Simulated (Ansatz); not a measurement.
Start from `COB(O)F` and change one element to get `OB(F)O[SiH3]`.

Ansatz, PBE0-D4/def2-TZVP geometries, multiplicity 1. Each molecule was computed in one conformer, which needn't be the lowest.

```json
{"property": "LUMO energy (B3LYP/def2-TZVPP) / eV", "`COB(O)F`": "0.28"}
{"property": "LUMO energy (PBE/def2-TZVPP) / eV", "`COB(O)F`": "-0.17"}
{"property": "HOMO–LUMO gap (ωB97M-V/def2-TZVPP) / eV", "`COB(O)F`": "13.21"}
{"property": "LUMO energy (PBE0/def2-TZVPP) / eV", "`COB(O)F`": "0.67"}
{"property": "size of the dipole moment (PBE/def2-TZVPP) / D", "`COB(O)F`": "1.68"}
{"property": "HOMO energy (ωB97M-V/def2-TZVPP) / eV", "`COB(O)F`": "-11.22"}
```

Question: Give the same properties after the change, and the shifts. (Estimate.)

Answer: Computed: 
| property | `OB(F)O[SiH3]` | shift |
| --- | --- | --- |
| LUMO energy (B3LYP/def2-TZVPP) / eV | -0.26 | -0.54 |
| LUMO energy (PBE/def2-TZVPP) / eV | -0.84 | -0.67 |
| HOMO–LUMO gap (ωB97M-V/def2-TZVPP) / eV | 13.07 | -0.14 |
| LUMO energy (PBE0/def2-TZVPP) / eV | 0.02 | -0.65 |
| size of the dipole moment (PBE/def2-TZVPP) / D | 1.25 | -0.43 |
| HOMO energy (ωB97M-V/def2-TZVPP) / eV | -11.54 | -0.32 |

With PBE0 the HOMO falls by 0.43 eV and the LUMO falls by 0.65 eV, so the gap narrows by about 0.22 eV. PBE moves the HOMO by -0.57 eV and ωB97M-V by -0.32 eV. Dipoles are sizes alone; their direction can turn.

B3LYP here is the variant with VWN-RPA as its local correlation; programs differ in this.
